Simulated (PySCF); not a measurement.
C₃H₃, SMILES [CH]=C=C, doublet (PBE0/def2-SVP optimised geometry):

```
6

C     -1.558    -0.001     0.001
C     -0.187    -0.003     0.000
C      1.045    -0.003     0.000
H     -2.119     0.085    -0.934
H     -2.118    -0.085     0.936
H      2.119    -0.008    -0.002
```

Level of theory: unrestricted PBE0/def2-TZVP run with PySCF.

### Question
What are the frontier orbital energies (α orbitals alone; a β orbital can be the lowest empty one) and the dipole moment?

### Answer
HOMO-2 -9.83 eV, HOMO-1 -8.04 eV, HOMO -6.37 eV, LUMO 0.71 eV, LUMO+1 1.95 eV; dipole moment 0.11 D.

Meta-Löwdin charges at PBE0/def2-TZVP: C1 -0.26, C2 -0.01, C3 -0.20, H4 0.15, H5 0.15, H6 0.18.
